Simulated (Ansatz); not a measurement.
Problem. Predict a relaxed structure of Ge₃F₃⁻, charge -1, singlet, at r2SCAN-D4/def2-SVPD (Ansatz).

Solution. 
```
atom   x (Å)   y (Å)   z (Å)
 Ge1   0.428  -0.765   0.639
 Ge2  -1.836   0.075   0.952
 Ge3   0.597   0.137  -1.630
  F4  -2.577  -0.931  -0.393
  F5   1.940   1.359  -1.435
  F6   1.448   0.125   1.867
```
 This is one stationary point.

The restricted singlet is unstable towards broken spin symmetry in Hartree–Fock (as tested in another run); at r2SCAN-D4/def2-SVPD this wasn't settled. The structure comes from a short search, and lower isomers may exist.
